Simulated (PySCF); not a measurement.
## Two-dimensional NMR puzzle

Compound of formula C$_{8}$H$_{7}$FO. Correlations simulated from computed shifts and the bond graph:

HSQC (one-bond C–H):
| δH | δC |
| --- | --- |
| 8.51 | 142.6 |
| 7.57 | 144.6 |
| 7.32 | 132.1 |
| 7.21 | 124.4 |
| 2.60 | 34.4 |

COSY cross peaks (H two or three bonds apart, from the bond graph; peaks can be absent where the dihedral angle is near 90°):
| δH | δH |
| --- | --- |
| 8.51 | 7.32 |
| 7.57 | 7.32 |
| 7.57 | 7.21 |

HMBC (two and three bonds, from the bond graph):
| δH | δC |
| --- | --- |
| 8.51 | 200.3, 175.5, 144.6, 132.1, 130.6 |
| 7.57 | 175.5, 142.6, 132.1, 124.4 |
| 7.32 | 144.6, 142.6, 130.6, 124.4 |
| 7.21 | 175.5, 144.6, 132.1, 130.6 |
| 2.60 | 200.3, 130.6 |

Carbons without hydrogens: δ 200.3, 175.5, 130.6.

PySCF 2.14 calculation with CAM-B3LYP/pcSseg-1 with gauge-including orbitals and PBE0-D3(BJ)/def2-SVP structure; no relativistic terms, no solvent model, rapidly exchanging positions averaged, single conformer.

δ = σ(ref) − σ, references computed at the same level: TMS for $^{1}$H (σref 31.33), $^{13}$C (σref 182.45).

Exchangeable hydrogens are left out of these lists.

**Question.** Which molecule is this?

**Answer.** `CC(=O)c1ccccc1F`.

Structure with atom numbers: `[CH3:1][C:2](=[O:3])[c:4]1[cH:5][cH:6][cH:7][cH:8][c:9]1[F:10]` (H(Xn): hydrogen on atom n).

1. δC 200.3 is C2, a ketone carbonyl carbon.
2. δC 175.5 is C9, an aromatic carbon bearing fluorine.
3. δC 144.6 is C7, an aromatic CH (δH 7.57).
4. δC 142.6 is C5, an aromatic CH (δH 8.51).
5. δC 132.1 is C6, an aromatic CH (δH 7.32).
6. δC 130.6 is C4, a substituted aromatic carbon.
7. δC 124.4 is C8, an aromatic CH (δH 7.21).
8. δC 34.4 is C1, a methyl carbon α to a carbonyl (δH 2.60).
9. HMBC from δH 8.51 reaches the proton-free carbons C2, C9, C4.
10. HMBC from δH 7.57 reaches the proton-free carbon C9.
11. HMBC from δH 7.32 reaches the proton-free carbon C4.
12. HMBC from δH 7.21 reaches the proton-free carbons C9, C4.
13. COSY links 8.51–7.32, 7.57–7.32, 7.57–7.21.

The data come from this structure; uniqueness wasn't tested.

Shifts are as computed, not scaled to solution data. Of 1211 compounds with measured shifts, 218 miss one by over three times the rms of a fit or turn the order of signals round; such compounds aren't used in these exercises.
